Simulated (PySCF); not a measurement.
SMILES C=N/N=C(\C)C(C)C, C6H12N2

Geometry:
| atom | x (Å) | y (Å) | z (Å) |
| --- | --- | --- | --- |
| C1 | 3.484 | 0.558 | -0.620 |
| N2 | 2.410 | 0.142 | -1.136 |
| N3 | 1.203 | 0.503 | -0.867 |
| C4 | 0.308 | -0.050 | -0.163 |
| C5 | 0.569 | -1.229 | 0.732 |
| C6 | -1.082 | 0.528 | -0.242 |
| C7 | -1.638 | 0.831 | 1.150 |
| C8 | -2.018 | -0.416 | -1.004 |
| H9 | 4.408 | 0.255 | -1.083 |
| H10 | 3.536 | 1.205 | 0.254 |
| H11 | 1.483 | -1.734 | 0.423 |
| H12 | -0.257 | -1.934 | 0.697 |
| H13 | 0.692 | -0.897 | 1.763 |
| H14 | -1.007 | 1.463 | -0.806 |
| H15 | -1.773 | -0.085 | 1.721 |
| H16 | -0.963 | 1.486 | 1.696 |
| H17 | -2.602 | 1.326 | 1.065 |
| H18 | -2.988 | 0.056 | -1.144 |
| H19 | -1.603 | -0.651 | -1.981 |
| H20 | -2.167 | -1.344 | -0.457 |

Method: PySCF, GIAO BHandHLYP/6-31G magnetisability, rotational g tensor and spin-rotation constants, non-relativistic, gas phase. Geometry: GFN2-xTB.

What are the magnetisability and the molar susceptibility?

Isotropic -1261 × 10⁻³⁰ J/T², or -75.9 × 10⁻⁶ cm³/mol; principal values -1362, -1311, -1110 × 10⁻³⁰ J/T², anisotropy 231 × 10⁻³⁰ J/T² (root of half the summed squared differences of the principal values). The susceptibility is in cgs units.

Split it along the inertial axes a, b, c into diamagnetic and paramagnetic parts about the centre of mass, with the quadrupole moment.


```
axis  χ (10⁻⁶ cm³/mol)  diamagnetic (10⁻⁶ cm³/mol)  paramagnetic (10⁻⁶ cm³/mol)  summed x² of all electrons (Å²)  quadrupole Θ (D Å)
   a             -66.9                      -433.4                        366.5                            245.7               +4.66
   b             -79.7                     -1241.4                       1161.8                             55.3               -3.07
   c             -81.3                     -1277.0                       1195.7                             46.9               -1.59
```
Anisotropies 2χaa − χbb − χcc = +27.2 and 2χbb − χaa − χcc = -11.2 × 10⁻⁶ cm³/mol. Θ is traceless in Buckingham's convention.

And the rotational g tensor?


```csv
axis,rotational constant (GHz),g,nuclear part,electronic part
a,4.0640,-0.0449,0.6549,-0.6998
b,1.0968,-0.0032,0.5954,-0.5986
c,1.0637,-0.0027,0.5948,-0.5975
```
Asymmetric top; isotopes 12C, 1H, 14N; no vibrational averaging.
